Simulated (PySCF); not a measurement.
Excitations are Tamm–Dancoff values on a coarser integration grid. The basis has no diffuse functions, so Rydberg states are missing or too high.

Cartesian coordinates (Å):
```xyz
10

O      2.3151     0.5175    -0.0235
C      0.9798     0.3365    -0.0669
C      0.2204    -0.7098     0.3658
C     -1.1628    -0.4919     0.1243
C     -1.4190     0.6983    -0.4779
S      0.0247     1.5834    -0.7652
H      2.7172    -0.2525     0.3893
H      0.6302    -1.5952     0.8353
H     -1.9359    -1.2000     0.3916
H     -2.3696     1.1137    -0.7727
```
Charge 0, multiplicity 1.

Give the LUMO, S1 excitation (TDA), S1–T1 gap (TDA), total energy and dipole moment at the level PBE-D3(BJ)/def2-TZVP // PBE0-D3(BJ)/def2-TZVP run with PySCF.


| Property | Value |
|---|---|
| LUMO | -0.88 eV |
| S1 excitation (TDA) | 4.88 eV |
| S1–T1 gap (TDA) | 1.25 eV |
| total energy | -17085.89 eV |
| dipole moment | 1.74 D |
